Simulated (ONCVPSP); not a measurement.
## Ni, ONCV: configuration errors across variants

```json
{
 "Element": "nickel",
 "Generator": "ONCVPSP 4.0.1",
 "Type": "optimised norm-conserving Vanderbilt (ONCV)",
 "Functional": "PBEsol",
 "Relativity": "scalar-relativistic",
 "Frozen core": "[Ne]",
 "Valence charge": "18",
 "Reference configuration": "3s2 3p6 3d8 4s2",
 "Partial waves": "3s+4s: rc 1.30 bohr, ncon 4, nbas 9, qcut 8.1 1/bohr, 2 projectors; 3p: rc 1.00 bohr, ncon 3, nbas 8, qcut 14.8 1/bohr, 2 projectors, debl 2.5 Ha; 3d: rc 0.95 bohr, ncon 3, nbas 8, qcut 13.9 1/bohr, 1 projector; f scattering state at 0.19 Ha: rc 1.20 bohr, ncon 4, nbas 8, qcut 10.6 1/bohr, 2 projectors, debl 2.3 Ha",
 "Local potential": "polynomial inside 0.85 bohr (lpopt 5, dvloc0 0 Ha)",
 "Core correction": "Teter function, parameters optimised by the program"
}
```

In the p channel the program set the typed energies aside and used -2.619, 0.250 Ha.

All-electron excitation energies from the reference (eV): (1) 3s2 3p6 3d8 4s1 9.337; (2) 3s2 3p6 3d8 4s0 26.599; (3) 3s2 3p6 3d7 4s0 64.036; (4) 3s2 3p6 3d8 4s1 4p1 4.631.

3 further variants failed, have other tests or another functional or relativity, and are left out.

Errors AE − PS in meV (a dash: test not solved or not reliable):

```csv
change,(1),(2),(3),(4),bound ghosts,GHOST(+) flags above zero
base,-0.4,0.0,-18,-0.4,none,none
s: qcut 8.5,-0.4,0.0,-18,-0.4,none,none
f: debl 2.15,-0.4,0.0,-18,-0.4,none,none
s: rc 1.44,-0.5,-0.4,-19,-0.5,none,none
s: nproj 3,-0.4,0.0,-18,-0.4,none,s
p: qcut 8.7,-0.4,0.0,-18,-0.4,none,none
"local potential polynomial inside 0.85 bohr (lpopt 5, dvloc0 5.5 Ha)",-0.4,0.0,-20,-0.4,none,none
"all radii but the core radius scaled by about 1.23 (s 1.60, p 1.22, d 1.16, f 1.48 bohr); local potential polynomial inside 1.04 bohr (lpopt 5, dvloc0 0 Ha)",-0.4,+0.1,-21,-0.5,none,none
s: rc 1,-1.9,-25,-113,-1.1,none,none
```

Give the same row for: local potential polynomial inside 0.60 bohr (lpopt 4, dvloc0 1 Ha).

-0.4, 0.0, -17, -0.4; bound ghosts: none; GHOST(+) flags above zero: none.
